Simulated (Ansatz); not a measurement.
Basis sets compared for HfO3H2 (the lowest singlet isomer of a short search). Charge 0, multiplicity 1. Geometry B3LYP-D4/def2-TZVP. Ansatz on 4 threads of Arm Neoverse V1 on a shared host; times are rough, and most runs start from earlier orbitals.

```
atom   x (Å)   y (Å)   z (Å)
 Hf1  -0.199   0.331  -0.094
  O2  -0.605   0.517   1.795
  O3  -1.632  -0.316   1.043
  O4   1.224  -0.801  -0.787
  H5  -0.609   1.817  -1.179
  H6   1.822  -1.548  -0.777
```

In the def2 sets Hf takes a core potential; there is no spin–orbit coupling. The structure holds one bond between oxygen atoms, so isomers without such links may lie far lower. The structure comes from a short search, and lower isomers may exist.

Binding counts from free atoms (Hf triplet, O triplet, H doublet) in the same basis, without a counterpoise term.

```csv
level,functions,energy (Eh),HOMO (eV),LUMO (eV),binding per atom (eV),wall time
PBE-D4/def2-SVP,84,-274.5304,-6.00,-3.17,4.18,0.75 s
PBE-D4/def2-TZVP (with forces),145,-274.8208,-6.06,-3.15,4.18,1.3 s
r2SCAN-D4/def2-TZVP,145,-274.9378,-6.32,-2.83,4.04,2.3 s
PBE0-D4/def2-SVP,84,-274.4713,-7.59,-2.33,3.89,0.75 s
PBE0-D4/def2-TZVP,145,-274.7646,-7.59,-2.28,3.92,1.3 s
```

Q: Estimate the rows for PBE-D4/def2-TZVPD, r2SCAN-D4/def2-TZVPD, PBE0-D4/def2-TZVPD.

A: 
```json
{"level": "PBE-D4/def2-TZVPD", "functions": "181", "energy (Eh)": "-274.8239", "HOMO (eV)": "-6.12", "LUMO (eV)": "-3.21", "binding per atom (eV)": "4.17", "wall time": "1.6 s"}
{"level": "r2SCAN-D4/def2-TZVPD", "functions": "181", "energy (Eh)": "-274.9402", "HOMO (eV)": "-6.36", "LUMO (eV)": "-2.85", "binding per atom (eV)": "4.04", "wall time": "3.2 s"}
{"level": "PBE0-D4/def2-TZVPD", "functions": "181", "energy (Eh)": "-274.7673", "HOMO (eV)": "-7.64", "LUMO (eV)": "-2.32", "binding per atom (eV)": "3.92", "wall time": "1.9 s"}
```
